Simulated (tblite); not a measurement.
Question: What does the GFN2-xTB structure of `N#CC(C#N)=C(C#N)C1=CC2=CC(F)=CC2=C1` look like in three dimensions?

Answer: 
```xyz
21
C13H4FN3 angstrom
N     -3.0593    2.4700    0.1445
C     -2.9687    1.3363   -0.0112
C     -2.9217   -0.0560   -0.2072
C     -4.1914   -0.6497   -0.3890
N     -5.2308   -1.1106   -0.5342
C     -1.7799   -0.8278   -0.2309
C     -1.9655   -2.2214   -0.4445
N     -2.1045   -3.3449   -0.6156
C     -0.4307   -0.3993   -0.0672
C      0.6591   -1.2362   -0.1066
C      1.8284   -0.4285    0.0979
C      3.1810   -0.4638    0.1937
C      3.6093    0.9160    0.4256
F      4.8964    1.2279    0.5667
C      2.5663    1.7739    0.4724
C      1.3813    0.9547    0.2653
C      0.0404    0.9951    0.1703
H      0.6440   -2.2993   -0.2620
H      3.8525   -1.2998    0.1224
H      2.5941    2.8339    0.6282
H     -0.6091    1.8465    0.2450
```

Any rigid rotation of these coordinates is as good. Atoms count from 1 in this order. All 3 C–N bonds measure 1.145 to 1.148 Å. Of the pairs four or more bonds apart, C2···H21 is among the closest relative to their van der Waals radii: 2.43 Å, 84 % of the sum of Bondi's values. The 5-membered ring C11–C12–C13–C15–C16 has internal angles of 105.4° to 112.2° (sum 540°, against 540° for a flat polygon); it is planar, 0.00 Å rms from its mean plane, widest ring torsion 0°. The C–C distances run from 1.345 Å (C16=C17, drawn double) to 1.491 Å (C9–C17, drawn single), a spread of 0.146 Å.

Bonds between heavy atoms (Å): N1≡C2 1.148, C2–C3 1.407, C3–C4 1.413, C4≡N5 1.146, C3=C6 1.378, C6–C7 1.422, C7≡N8 1.145, C6–C9 1.425, C9=C10 1.375, C10–C11 1.436, C11=C12 1.356, C12–C13 1.463, C13–F14 1.332, C13=C15 1.351, C15–C16 1.455, C16=C17 1.345, C9–C17 1.491, C11–C16 1.463.

The geometry is computed with GFN2-xTB (gas phase).

Point group: Cs (tolerance 0.08 Å). Its GFN2-xTB frequencies are all real (lowest 36 cm⁻¹). The numbers are those of one conformer (C3–C6–C9–C10 180°).
